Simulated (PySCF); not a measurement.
**Correlation energy of V (vanadium, neutral)**

[Ar] 3d3 4s1 4p1, one real determinant (an excited configuration). Calculation: PySCF 2.14, in x2c-TZVPPall with one added diffuse shell each of s, p, d, f type (7s6p5d3f1g, 80 functions); the spin-free X2C one-electron Hamiltonian (Gaussian nucleus). Frozen: [Ne]; 13 electrons correlated.

```
  level  correlation energy (mhartree)
   CCSD                        -331.71
    (T)                          -7.74
CCSD(T)                        -339.45
```

Diagnostics: T1 = 0.015, D1 = 0.0579, largest double amplitude 0.028.

The real determinant used has ⟨L²⟩ near 14 against 20 for a pure G term, so it mixes terms.

Cost of the coupled-cluster step: of the order of 40 core-seconds, for 13 correlated electrons.

The reference is one real determinant that mixes LS terms of this configuration.

This basis was not built for core-valence correlation, so the inner-shell part is incomplete.
